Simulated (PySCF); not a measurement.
## Unknown compound

Molecular formula: C5H10ClFSi. Simulated spectra:

$^{1}$H NMR (500 MHz, computed): δ 5.89 (m, 1H), 4.96 (m, 2H), 4.43 (m, 2H), 2.44 (q, 2H), 1.23 (t, 3H).

$^{13}$C{$^{1}$H} NMR (computed): δ 172.1, 119.6, 80.7, 38.6, 16.5.

Computed data (PySCF 2.14.0 with density-fitted response routines): geometry: GFN2-xTB, shielding tensors at PBE0/pcSseg-1 (GIAO). No solvent, a single conformation, relativity neglected, fast rotation and ring inversion assumed for equivalent nuclei.

Scale: TMS for $^{1}$H (σref 31.72), $^{13}$C (σref 186.93) (reference shieldings calculated alike).

Question: Propose a structure and justify it.

Answer: 
1. Rings plus π bonds: 1 (no ring in the answer).
2. 5 carbon signals for 5 carbons: no two carbons are equivalent.
3. Carbon types of the structure: 1 × C, 1 × CH, 2 × CH2, 1 × CH3, leaving 2 H on heteroatoms.
4. δC 172.1: fully substituted alkene carbon.
5. δC 119.6: alkene CH; as expected for a trigonal carbon in a double bond.
6. δC 80.7: sp3 CH2 bonded to F and Si; deshielded by the electronegative neighbour.
7. δC 38.6: allylic sp3 CH2; saturated and bonded to C and H only.
8. δH 5.89: hydrogen on an alkene CH; attached to an sp2 carbon and in the plane of the double bond.
9. δH 4.96: hydrogen on an sp3 CH2 bonded to F and Si; its carbon carries F, an electronegative neighbour.
10. δH 2.44: hydrogen on an allylic sp3 CH2; allylic position.

These data were computed for SMILES C(/CC)(Cl)=C/[SiH2]CF.

The data come from this structure; uniqueness wasn't tested.

Carbons that carry Cl, above all several Cl atoms, come out too deshielded, partly because spin–orbit coupling is missing. Splittings by $^{19}$F in the carbon and heteronuclear signals aren't shown, as no couplings were computed. Shifts are as computed. Against solution values, carbons near 30 ppm lie about +3 ppm off and those near 130 ppm about +5 ppm; carbons on Cl a further +6 ppm. Of 1309 compounds with measured shifts, 239 miss one by over three times the rms of a fit or turn the order of signals round; such compounds aren't used in these exercises. No couplings were computed; multiplicities are counted from neighbouring protons, with m where these are inequivalent, close in shift, in a saturated or five-membered ring or joined by F or P, and br s for small geminal =CH2 splittings.
